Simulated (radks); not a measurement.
Values are calculated unless marked as measured or tabulated.
All-electron atom: Sn4- in [Xe]. Code: a radial shooting solver on a logarithmic mesh with Libxc functionals. Model: scalar-relativistic Kohn-Sham, PBE, spin-polarised, spherical densities, finite nucleus; Fermi nuclear charge, rms radius 4.6519 fm; Watson sphere of charge +4 and radius 3.97 bohr.

Unscreened Slater integrals over Kohn-Sham orbitals (hartree). They are taken over the spin-up orbitals.

integral      value
F0(5p,5p)   0.24712
F2(5p,5p)   0.13033
F0(5p,5s)   0.28012
G1(5p,5s)   0.16857
F0(5p,4d)   0.31779
F2(5p,4d)  0.062612
G1(5p,4d)  0.019627
G3(5p,4d)  0.016170
F0(5s,5s)   0.33817
F0(5s,4d)   0.42750
G2(5s,4d)  0.050807
F0(4d,4d)   0.82155
F2(4d,4d)   0.40977
F4(4d,4d)   0.26899
